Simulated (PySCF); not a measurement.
Te(GeH3)(OSiH3) (GeH6OSiTe), SMILES [SiH3]O[Te][GeH3].

The structure is a stationary point at B3LYP-D3(BJ)/def2-SVP. The structure was generated by enumeration, and PubChem lists no compound with its InChIKey, so it may never have been made. The def2 effective core potentials stand for the cores of Te; spin–orbit coupling is left out. Other conformers were not sampled.

Vertical ionisation energy (IE) and electron affinity (EA) in eV. Rows of orbital energies are one-electron estimates. Where ΔSCF, EOM or ADC give a negative EA the extra electron is unbound and the value depends on the basis.

```csv
level,IE,EA
"−ε(HOMO), −ε(LUMO), M06-2X/def2-TZVP (PySCF)",7.55,1.31
"−ε(HOMO), −ε(LUMO), PBE/def2-TZVP (PySCF)",5.36,3.17
```
